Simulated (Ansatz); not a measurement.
`C[SiH2][Se]C`. Charge 0, multiplicity 1.

```csv
atom,x (Å),y (Å),z (Å)
C1,0.335,-1.131,1.351
Si2,0.698,-0.960,-0.473
Se3,0.985,1.200,-1.121
C4,-0.842,1.803,-0.755
H5,-0.585,-0.607,1.619
H6,0.210,-2.185,1.616
H7,1.151,-0.717,1.946
H8,-0.417,-1.558,-1.258
H9,1.972,-1.637,-0.831
H10,-1.050,1.770,0.313
H11,-1.556,1.191,-1.303
H12,-0.903,2.832,-1.103
```

Task: List the harmonic frequencies (cm⁻¹, unscaled) at PBE0-D4/def2-TZVP in Ansatz. (Best estimate.)

Result: Ansatz gave: 59, 110, 133, 167, 188, 391, 470, 609, 648, 683, 732, 878, 890, 914, 925, 936, 1273, 1306, 1444, 1449, 1464, 1471, 2200, 2227, 3050, 3076, 3133, 3146, 3176, 3178.

Task: Is this a minimum?

Result: Yes, all 30 modes are real.

Task: Give the ideal-gas thermochemistry at 298.15 K and 1 bar (rigid rotor, harmonic oscillator; point group C1, symmetry number 1).

Result: Zero-point energy 241.2 kJ/mol; H(298) − E = 263.7 kJ/mol; entropy 364.9 J/(mol·K), of which translation 170.4, rotation 113.7, vibration 80.8; G(298) − E = 154.9 kJ/mol. Modes under 100 cm⁻¹ are hindered rotations or soft bends, so the harmonic entropy is rough.

Task: And at 400, 500, 600, 800 and 1000 K?

Result: 
```
T (K)  H − E (kJ/mol)  S (J/mol/K)  G − E (kJ/mol)
  400           276.4        401.4           115.8
  500           290.9        433.7            74.1
  600           307.2        463.3            29.2
  800           343.7        515.7           -68.8
 1000           384.5        561.2          -176.6
```

Task: Rotational constants (cm⁻¹)?

Result: 0.1933, 0.06759, 0.05754.
